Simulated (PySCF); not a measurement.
Compound: C5H8F5N.
Atom-mapped SMILES: `[CH3:1][CH2:2][NH:3][CH2:4][C:5]([F:6])([F:7])[C:8]([F:9])([F:10])[F:11]` (hydrogens: H12, H13, H14 on C1; H15, H16 on C2; H17 on N3; H18, H19 on C4)

Cartesian coordinates in Å at the GFN2-xTB level; atoms count from 1:
```xyz
19
C5H8F5N angstrom
C      3.1383    0.2361    0.0050
C      1.8566   -0.5732    0.1204
N      0.7095    0.3158    0.0818
C     -0.5539   -0.3738    0.1547
C     -1.6964    0.6355    0.0927
F     -1.6682    1.3274   -1.0753
F     -1.6115    1.5567    1.0757
C     -3.0836   -0.0491    0.1970
F     -3.1935   -0.7217    1.3459
F     -4.0874    0.8168    0.1350
F     -3.2480   -0.9333   -0.7925
H      4.0026   -0.4149    0.0991
H      3.1717    0.9846    0.7909
H      3.1867    0.7407   -0.9572
H      1.8156   -1.3332   -0.6793
H      1.8319   -1.0959    1.0811
H      0.7494    0.8964   -0.7511
H     -0.7180   -1.1080   -0.6579
H     -0.6116   -0.8977    1.1149
```

Computed at PBE0/pcSseg-1 (PySCF, non-relativistic), with Q(14N) = 0.02044 b: N3, 14N (I = 1): χzz = -6.155 MHz, η = 0.151.

(1) Find the zero-field quadrupole resonance frequencies of 14N at N3.

Results:

(1) From ν± = (3/4)|χ|(1 ± η/3) and ν0 = |χ|η/2: ν+ 4.849 MHz, ν− 4.383 MHz, ν0 0.466 MHz (secondary amine nitrogen).

In a crystal, neighbours and librations shift these lines. One conformer (not necessarily the lowest) at the GFN2-xTB geometry, without solvent, vibrations or thermal averaging. GFN2-xTB bond lengths can be off by several hundredths of an ångström, more for odd bonds, and the gradients follow them. With a basis this small, the couplings can be 20 % off.
